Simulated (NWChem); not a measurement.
Everything below was run with NWChem. System: 1,3-disilacyclobutane (C2H8Si2), charge 0, spin multiplicity 1, at a geometry optimised with PBE/def2-SVP. Level: MP2/def2-TZVP, 12 core orbitals frozen.

Input file:

```
start mol
memory heap 200 mb stack 900 mb global 1100 mb
geometry units angstroms nocenter noautoz
  C      0.000000     1.374723    -0.113120
  Si     1.328394     0.000000     0.053748
  C      0.000000    -1.374723    -0.113120
  Si    -1.328394     0.000000     0.053748
  H      0.000000     1.848199    -1.116968
  H      0.000000     2.179541     0.647370
  H      2.398210     0.000000    -1.009724
  H      1.994379     0.000000     1.405575
  H      0.000000    -1.848199    -1.116968
  H      0.000000    -2.179541     0.647370
  H     -2.398210     0.000000    -1.009724
  H     -1.994379     0.000000     1.405575
  symmetry group C2v
end
basis spherical
  * library def2-tzvp
end
scf
  rhf
  nopen 0
  maxiter 100
  thresh 1e-7
  semidirect memsize 60000000 filesize 0
end
mp2
  freeze core 12
end
task mp2 energy
```

NWChem printed:

```
             Northwest Computational Chemistry Package (NWChem) 7.3.0
             --------------------------------------------------------

                                NWChem Input Module
                                -------------------

 Scaling coordinates for geometry "geometry" by  1.889725989
 (inverse scale =  0.529177249)

 Turning off AUTOSYM since
 SYMMETRY directive was detected!

                             Geometry "geometry" -> ""
                             -------------------------

 Output coordinates in angstroms (scale by  1.889725989 to convert to a.u.)

  No.       Tag          Charge          X              Y              Z
 ---- ---------------- ---------- -------------- -------------- --------------
    1 C                    6.0000     0.00000000     1.37472300    -0.11312000
    2 Si                  14.0000     1.32839400     0.00000000     0.05374800
    3 C                    6.0000     0.00000000    -1.37472300    -0.11312000
    4 Si                  14.0000    -1.32839400     0.00000000     0.05374800
    5 H                    1.0000     0.00000000     1.84819900    -1.11696800
    6 H                    1.0000     0.00000000     2.17954100     0.64737000
    7 H                    1.0000     2.39821000     0.00000000    -1.00972400
    8 H                    1.0000     1.99437900     0.00000000     1.40557500
    9 H                    1.0000     0.00000000    -1.84819900    -1.11696800
   10 H                    1.0000     0.00000000    -2.17954100     0.64737000
   11 H                    1.0000    -2.39821000     0.00000000    -1.00972400
   12 H                    1.0000    -1.99437900     0.00000000     1.40557500

 Effective nuclear repulsion energy (a.u.)     217.5427404522

            Nuclear Dipole moment (a.u.)
            ----------------------------
        X                 Y               Z
 ---------------- ---------------- ----------------
     0.0000000000     0.0000000000     0.0000188973

      Symmetry information
      --------------------

 Group name             C2v
 Group number             16
 Group order               4
 No. of unique centers     6

      Symmetry unique atoms

     1    2    5    6    7    8


 Summary of "ao basis" -> "" (spherical)
 ------------------------------------------------------------------------------
       Tag                 Description            Shells   Functions and Types
 ---------------- ------------------------------  ------  ---------------------
 *                         def2-tzvp                  on all atoms

 Summary of "ao basis" -> "ao basis" (spherical)
 ------------------------------------------------------------------------------
       Tag                 Description            Shells   Functions and Types
 ---------------- ------------------------------  ------  ---------------------
 C                         def2-tzvp                11       31   5s3p2d1f
 Si                        def2-tzvp                13       37   5s5p2d1f
 H                         def2-tzvp                 4        6   3s1p

                                 NWChem SCF Module
                                 -----------------

  ao basis        = "ao basis"
  functions       =   184
  atoms           =    12
  closed shells   =    24
  open shells     =     0
  charge          =   0.00
  wavefunction    = RHF
  use symmetry    = T
  symmetry adapt  = T

 Summary of "ao basis" -> "ao basis" (spherical)
 ------------------------------------------------------------------------------
       Tag                 Description            Shells   Functions and Types
 ---------------- ------------------------------  ------  ---------------------
 C                         def2-tzvp                11       31   5s3p2d1f
 Si                        def2-tzvp                13       37   5s5p2d1f
 H                         def2-tzvp                 4        6   3s1p

      Symmetry analysis of basis
      --------------------------

        a1         66
        a2         26
        b1         47
        b2         45

 Forming initial guess at       0.2s

      Superposition of Atomic Density Guess
      -------------------------------------

 Sum of atomic energies:        -657.01195100

      Non-variational initial energy
      ------------------------------

 Total energy =    -659.168977
 1-e energy   =   -1338.445868
 2-e energy   =     461.734150
 HOMO         =      -0.316459
 LUMO         =       0.013383

      Symmetry analysis of molecular orbitals - initial
      -------------------------------------------------

  Numbering of irreducible representations:

     1 a1          2 a2          3 b1          4 b2

  Orbital symmetries:

     1 a1          2 b1          3 a1          4 b2          5 a1
     6 b1          7 a1          8 b1          9 a1         10 b1
    11 b2         12 a2         13 a1         14 b2         15 b1
    16 a1         17 a1         18 a1         19 b2         20 b1
    21 a1         22 b2         23 a2         24 b1         25 b2
    26 a1         27 a1         28 b1         29 a1         30 a2
    31 b1         32 a1         33 b2         34 a1

 Starting SCF solution at       7.5s

 ----------------------------------------------
         Quadratically convergent ROHF

 Convergence threshold     :          1.000E-07
 Maximum no. of iterations :          100
 Final Fock-matrix accuracy:          1.000E-09
 ----------------------------------------------

              iter       energy          gnorm     gmax       time
             ----- ------------------- --------- --------- --------
[...]
        Time for solution =      9.5s

       Symmetry analysis of molecular orbitals - final
       -----------------------------------------------

  Numbering of irreducible representations:

     1 a1          2 a2          3 b1          4 b2

  Orbital symmetries:

     1 b1          2 a1          3 b2          4 a1          5 a1
     6 b1          7 a1          8 b1          9 a1         10 b1
    11 b2         12 a2         13 a1         14 b2         15 b1
    16 a1         17 a1         18 a1         19 b2         20 b1
    21 a1         22 b2         23 a2         24 b1         25 b2
    26 a1         27 b1         28 a1         29 a2         30 a1
    31 a1         32 a1         33 b1         34 b2

             Final eigenvalues
             -----------------

              1
    1  -68.7745
    2  -68.7745
    3  -11.2032
    4  -11.2032
    5   -6.1222
    6   -6.1221
    7   -4.2288
    8   -4.2287
    9   -4.2287
   10   -4.2285
   11   -4.2280
   12   -4.2280
   13   -0.9659
   14   -0.8903
   15   -0.6795
   16   -0.6648
   17   -0.5791
   18   -0.5448
   19   -0.5424
   20   -0.4739
   21   -0.4534
   22   -0.4378
   23   -0.4133
   24   -0.3854
   25    0.0998
   26    0.1244
   27    0.1446
   28    0.1466
   29    0.1695
   30    0.1703
   31    0.1870
   32    0.2005
   33    0.2011
   34    0.2100

                       ROHF Final Molecular Orbital Analysis
                       -------------------------------------

 Vector   22  Occ=2.000000D+00  E=-4.378293D-01  Symmetry=b2
              MO Center= -2.5D-14,  3.7D-12, -6.3D-02, r^2= 3.1D+00
   Bfn.  Coefficient  Atom+Function         Bfn.  Coefficient  Atom+Function
  ----- ------------  ---------------      ----- ------------  ---------------
     7      0.231484   1 C  py               75      0.231484   3 C  py
    10      0.224335   1 C  py               78      0.224335   3 C  py
    47     -0.160404   2 Si py              115     -0.160404   4 Si py

 Vector   23  Occ=2.000000D+00  E=-4.132908D-01  Symmetry=a2
              MO Center=  2.3D-14, -2.6D-15, -7.0D-02, r^2= 3.0D+00
   Bfn.  Coefficient  Atom+Function         Bfn.  Coefficient  Atom+Function
  ----- ------------  ---------------      ----- ------------  ---------------
     9      0.223443   1 C  px               77     -0.223443   3 C  px
     6      0.218905   1 C  px               74     -0.218905   3 C  px
    47      0.216109   2 Si py              115     -0.216109   4 Si py

 Vector   24  Occ=2.000000D+00  E=-3.853620D-01  Symmetry=b1
              MO Center=  1.3D-16,  2.7D-15, -7.9D-02, r^2= 4.1D+00
   Bfn.  Coefficient  Atom+Function         Bfn.  Coefficient  Atom+Function
  ----- ------------  ---------------      ----- ------------  ---------------
     9      0.200941   1 C  px               77      0.200941   3 C  px
     6      0.196068   1 C  px               74      0.196068   3 C  px
    46     -0.188248   2 Si px              114     -0.188248   4 Si px

 Vector   25  Occ=0.000000D+00  E= 9.977751D-02  Symmetry=b2
              MO Center=  3.5D-15,  4.7D-13,  7.6D-02, r^2= 9.7D+00
   Bfn.  Coefficient  Atom+Function         Bfn.  Coefficient  Atom+Function
  ----- ------------  ---------------      ----- ------------  ---------------
     5      3.047742   1 C  s                73     -3.047742   3 C  s
    50     -1.388301   2 Si py              118     -1.388301   4 Si py
   139     -0.456269   5 H  s               145     -0.456121   6 H  s
   163      0.456269   9 H  s               169      0.456121  10 H  s
    13     -0.394988   1 C  py               81     -0.394988   3 C  py

 Vector   26  Occ=0.000000D+00  E= 1.244332D-01  Symmetry=a1
              MO Center=  1.6D-15, -6.8D-12, -4.8D-01, r^2= 8.5D+00
   Bfn.  Coefficient  Atom+Function         Bfn.  Coefficient  Atom+Function
  ----- ------------  ---------------      ----- ------------  ---------------
     5      3.371419   1 C  s                73      3.371419   3 C  s
    49      1.429384   2 Si px              117     -1.429384   4 Si px
   139     -1.201298   5 H  s               163     -1.201298   9 H  s
    36     -1.121235   2 Si s               104     -1.121235   4 Si s
   157     -0.577265   8 H  s               181     -0.577265  12 H  s

 Vector   27  Occ=0.000000D+00  E= 1.446119D-01  Symmetry=b1
              MO Center= -2.8D-14, -3.1D-15,  1.9D-01, r^2= 1.3D+01
   Bfn.  Coefficient  Atom+Function         Bfn.  Coefficient  Atom+Function
  ----- ------------  ---------------      ----- ------------  ---------------
    36      3.325167   2 Si s               104     -3.325167   4 Si s
    49     -2.406849   2 Si px              117     -2.406849   4 Si px
    12     -0.925368   1 C  px               80     -0.925368   3 C  px
    59     -0.319968   2 Si d  0            127      0.319968   4 Si d  0
    46     -0.304540   2 Si px              114     -0.304540   4 Si px

 center of mass
 --------------
 x =   0.00000000 y =   0.00000000 z =   0.00308912

 moments of inertia (a.u.)
 ------------------
         255.981922612199           0.000000000000           0.000000000000
           0.000000000000         457.858016068327           0.000000000000
           0.000000000000           0.000000000000         643.381047902251

  Mulliken analysis of the total density
  --------------------------------------

    Atom       Charge   Shell Charges
 -----------   ------   -------------------------------------------------------
    1 C    6     6.61   0.85  1.12  0.45  0.74  0.05  1.22  1.58  0.54  0.01  0.03  0.00
    2 Si  14    13.55   2.00  0.58  1.39  0.78  0.45  4.12  1.73  0.52  1.32  0.25  0.16  0.21  0.04
    3 C    6     6.61   0.85  1.12  0.45  0.74  0.05  1.22  1.58  0.54  0.01  0.03  0.00
    4 Si  14    13.55   2.00  0.58  1.39  0.78  0.45  4.12  1.73  0.52  1.32  0.25  0.16  0.21  0.04
    5 H    1     0.86   0.25  0.48  0.10  0.02
    6 H    1     0.87   0.25  0.49  0.10  0.02
    7 H    1     1.06   0.24  0.56  0.25  0.01
    8 H    1     1.06   0.24  0.56  0.25  0.01
    9 H    1     0.86   0.25  0.48  0.10  0.02
   10 H    1     0.87   0.25  0.49  0.10  0.02
   11 H    1     1.06   0.24  0.56  0.25  0.01
   12 H    1     1.06   0.24  0.56  0.25  0.01

       Multipole analysis of the density wrt the origin
       ------------------------------------------------

     L   x y z        total         open         nuclear
     -   - - -        -----         ----         -------
     0   0 0 0     -0.000000      0.000000     48.000000

     1   1 0 0      0.000000      0.000000      0.000000
     1   0 1 0     -0.000000      0.000000      0.000000
     1   0 0 1     -0.101111      0.000000      0.000019

     2   2 0 0    -33.946689      0.000000    245.930539
     2   1 1 0     -0.000000      0.000000      0.000000
     2   1 0 1      0.000000      0.000000      0.000000
     2   0 2 0    -31.104137      0.000000    139.310208
     2   0 1 1      0.000000      0.000000      0.000000
     2   0 0 2    -31.758581      0.000000     34.133016

                   NWChem MP2 Semi-direct Energy/Gradient Module
                   ---------------------------------------------

  Basis functions       =    184
  Molecular orbitals    =    184
  Frozen core           =     12
  Frozen virtuals       =      0
  Active alpha occupied =     12
  Active beta occupied  =     12
  Active alpha virtual  =    160
  Active beta virtual   =    160
  Use MO symmetry       = T
  Use skeleton AO sym   = T

  AO/Fock/Back tols     =   1.0D-09  1.0D-09  1.0D-09

 GA uses MA = F    GA memory limited = T

 Available:
  local mem=  1.26D+08
 global mem=  1.44D+08
 local disk=  0.00D+00
  mp2_memr nvloc                   160
  nvloc new                   160
   1 passes of  12:        6291456                     165027                 108520595.
   1 passes of  12: M    126006450           G      144111488           F     119714994.

 Semi-direct pass number   1 of   1  for RHF alpha+beta  at       17.4s
  vrange nnbf                 16615
  mp2_eaftype                   413  avail_ma_in_mb                  1098
 EAF : mp2_eaftype filesize         413   54260297.
  mp2_eaf for mointskh                    413
Node 0 wrote    255.2 Mb in      0.1 s     Agg I/O rate:  2720.6 Mb/s
 Done moints_semi at       70.6s
  mp2_eaftype                   413  avail_ma_in_mb                   685
 EAF : mp2_eaftype filesize         413   54260297.
  mp2_eaf for kh                   413
 Done maket at       72.2s
 Done multipass loop at       72.2s

          -------------------------------------------
          SCF energy                -658.305592783558
          Correlation energy          -0.570620059414
          Singlet pairs               -0.393572959589
          Triplet pairs               -0.177047099824
          Total MP2 energy          -658.876212842971
          -------------------------------------------

          ---------------------------------------------------
                    Spin Component Scaled (SCS) MP2
          Same spin pairs                     -0.118031399883
          Same spin scaling factor             0.333333333333
          Opposite spin pairs                 -0.452588659531
          Opposite spin scaling fact.          1.200000000000
          SCS-MP2 correlation energy          -0.582450191398
          Total SCS-MP2 energy              -658.888042974956
          ---------------------------------------------------

 -----------------------
 Performance information
 -----------------------

 Timer overhead =  2.75D-07 seconds/call

               Nr. of calls         CPU time (s)                 Wall time (s)                GFlops
             ---------------    -------------------     ------------------------------   -------------------
Name         Min   Avg   Max    Min     Avg     Max     Min     Avg     Max   Mx/calls   Min     Max     Sum
mp2: moin     1     1     1    53.     53.     53.      53.     53.     53.     53.      0.0     0.0     0.0
mp2: make     1     1     1    1.6     1.6     1.6      1.6     1.6     1.6     1.6      0.0     0.0     0.0
mp2: tota     1     1     1    55.     55.     55.      55.     55.     55.     55.      0.0     0.0     0.0

 The average no. of pstat calls per process was 3.00D+00
 with a timing overhead of 8.26D-07s

 Task  times  cpu:       72.2s     wall:       72.2s

 Total times  cpu:       72.2s     wall:       72.2s
```
